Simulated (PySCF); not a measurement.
Simulated C 1s region for `N#CC[BH2-][AsH3+]`, binding energy against the vacuum level.

Every computed line was given a Gaussian of 0.8 eV full width at half maximum and an area set by the number of equivalent atoms; the highest printed point is 100. Method: PySCF, delta-SCF UKS SCAN, pcX-2 on the ionised atom, pcseg-1 elsewhere, spin-free X2C.

(binding energy (eV), intensity): (290.0, 0), (290.1, 1), (290.2, 2), (290.3, 4), (290.4, 8), (290.5, 15), (290.6, 25), (290.7, 38), (290.8, 54), (290.9, 70), (291.0, 83), (291.1, 93), (291.2, 99), (291.3, 100), (291.4, 100), (291.5, 99), (291.6, 100), (291.7, 100), (291.8, 98), (291.9, 93), (292.0, 82), (292.1, 68), (292.2, 52), (292.3, 37), (292.4, 24), (292.5, 14), (292.6, 8), (292.7, 4), (292.8, 2), (292.9, 1), (293.0, 0)

Q: How many maxima does the curve show, and how many computed lines lie under it?

A: The curve has 2 maxima (at 291.3 and 291.7 eV). Under it lie 2 lines from 2 inequivalent carbon sites.

Q: Decompose the envelope and assign each component. Numbering: `[N:1]#[C:2][CH2:3][BH2-:4][AsH3+:5]`.

A: 
```csv
position (eV),relative area,line,atoms,environment
291.14,1,C 1s,C3,sp3 carbon bound to boron
291.85,1,C 1s,C2,nitrile carbon
```

Q: What are the centre and the root-mean-square width of the whole band?

A: The area-weighted mean of the lines is 291.50 eV. Their own spread about it is 0.36 eV (rms) and each Gaussian has σ = 0.8/2.355 = 0.34 eV; the variances add, which gives 0.49 eV.

Q: Above which line width would these two lines show one maximum?

A: Two equal Gaussians merge once their distance is under 2σ = FWHM/1.177. With 0.72 eV between them that is a full width over 0.85 eV.

Lowest listed C 1s: C3, bonded to C, 2 H and B. Highest, 0.71 eV above it: C2, bonded to N (triple bond) and C. Summing the Pauling electronegativity differences to the bonded atoms, each weighted by its formal bond order, gives -1.21 for the lowest site and +1.47 for the highest.

The curve has no shake-up lines and no vibrational structure. Isolated species at its PBE0-D3(BJ)/def2-SVP geometry (one conformer only).

Conformer computed: `[N:1]#[C:2][CH2:3][BH2-:4][AsH3+:5]`: C2–C3–B4–As5 45°.
